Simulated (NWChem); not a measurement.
**neopentasilane (H$_{12}$Si$_{5}$) in NWChem**

```xyz
17

Si     1.8755     0.4503     1.3638
Si     0.0000     0.0000     0.0000
Si     0.4494    -1.8757    -1.3638
Si    -1.8755    -0.4503     1.3638
Si    -0.4494     1.8757    -1.3638
H      2.1737    -0.7218     2.2402
H      1.6133     1.6384     2.2302
H      3.0753     0.7316     0.5198
H     -0.7243    -2.1749    -2.2377
H      0.7328    -3.0750    -0.5198
H      1.6357    -1.6135    -2.2326
H     -1.6133    -1.6384     2.2302
H     -2.1737     0.7218     2.2402
H     -3.0753    -0.7316     0.5198
H     -0.7328     3.0750    -0.5198
H      0.7243     2.1749    -2.2377
H     -1.6357     1.6135    -2.2326
```
Charge 0, spin multiplicity 1.

Program: NWChem. All single points use one geometry, from B3LYP/def2-SVP, held to C2 symmetry and with no frequency check, so it may be a saddle point.

The correlated methods keep 25 core orbitals frozen. The stability of the SCF solutions was not checked.

Worked example. At B2PLYP/def2-SVP the parent has a total energy of -1453.54114 Ha and the doublet with one electron less, at the same geometry, -1453.18789 Ha. The vertical ionisation energy is their difference.

ΔE = -1453.18789 − (-1453.54114) = 0.35325 Ha. Times 27.2114 eV/Ha this is 9.61 eV, or 927 kJ/mol; λ = 1239.84/9.61 = 129.0 nm. No relaxation of the ion's geometry and no zero-point term enter.
